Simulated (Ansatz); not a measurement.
Coupled-cluster diagnostics for SnTe₂, Ansatz.

Geometry of the singlet (PBE-D4/def2-SVP):

```tsv
atom	x (Å)	y (Å)	z (Å)
Sn1	0.0033	-0.0032	0.0019
Te2	-1.7734	-1.8280	0.0084
Te3	1.7701	1.8312	-0.0103
```

In the def2 sets Sn, Te take a core potential; there is no spin–orbit coupling. Correlated methods freeze 12 core orbitals; core or outer-core shells of Sn, Te are correlated, in sets that lack core-valence functions. Another isomer (singlet) lies 0.61 eV lower at PBE0-D4/def2-TZVP; other spin states weren't run for this one.

(1) Estimate the CCSD(T) correlation energy, the shares of MP2 and (T), T1 and the reference's ⟨S²⟩ for: charge 0, singlet, own geometry in def2-TZVPP; and the rough time on 4 threads of Arm Neoverse V2 on a shared host.

Answers

(1) 
```csv
state,basis,correlation (eV),MP2 share (%),(T) share (%),T1,⟨S²⟩ (pure),wall time
"charge 0, singlet, own geometry",def2-TZVPP,-32.332,102.5,3.3,0.017,0.00 (0.00),17 s
```
Customary marks for T1 are 0.02 (closed shells), 0.045 (open shells) and about 0.05 (3d metals). T1 stays under 0.02 throughout.
